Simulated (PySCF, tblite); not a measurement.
Species: C₆H₁₀FNSi.
Cartesian coordinates in Å at the GFN2-xTB level; atoms count from 1:
```xyz
19
C6H10FNSi angstrom
C     -1.6283    1.4744   -0.6738
N     -1.7710    0.2336   -0.7527
C     -1.3844   -0.6202    0.3227
C     -2.4590   -1.6859    0.5326
Si     0.2966   -1.4173   -0.1572
F      0.6252   -2.4884    1.0134
C      1.6045   -0.1253   -0.1294
C      2.4391    0.7449   -0.1136
C      3.4501    1.7749   -0.0926
H     -1.2320    1.9963    0.2058
H     -1.9054    2.0810   -1.5232
H     -1.2481   -0.0508    1.2617
H     -2.6391   -2.2216   -0.3958
H     -3.3934   -1.2222    0.8458
H     -2.1466   -2.3925    1.2978
H      0.2485   -2.1904   -1.3855
H      4.2136    1.5303    0.6454
H      3.9175    1.8539   -1.0738
H      3.0022    2.7345    0.1650
```

Jobs on this species (19 atoms, 76 electrons) with PySCF (density fitting) and tblite. Hardware of each: one thread, Arm Neoverse N1 (aarch64), no GPU (shared host). Other jobs ran on the host; a repeat could differ by tens of per cent or more.

```json
{"level and settings": "PBE0/pcSseg-1", "work": "shieldings, charges and field gradients", "basis functions": "210", "SCF cycles": "?", "wall time": "?"}
{"level and settings": "GFN2-xTB", "work": "L-BFGS relaxation", "basis functions": "–", "SCF cycles": "–", "wall time": "1.4 s"}
{"level and settings": "GFN2-xTB", "work": "Hessian by finite differences", "basis functions": "–", "SCF cycles": "–", "wall time": "1.4 s"}
```

**Question.** Fill in the missing figures.

**Answer.** 
- PBE0/pcSseg-1; shieldings, charges and field gradients: 76 s, 14 SCF cycles

**Question.** What do all jobs in the table cost together?

**Answer.** About 79 s; the longest takes about 96 % of that, and about 54 times as long as the shortest.
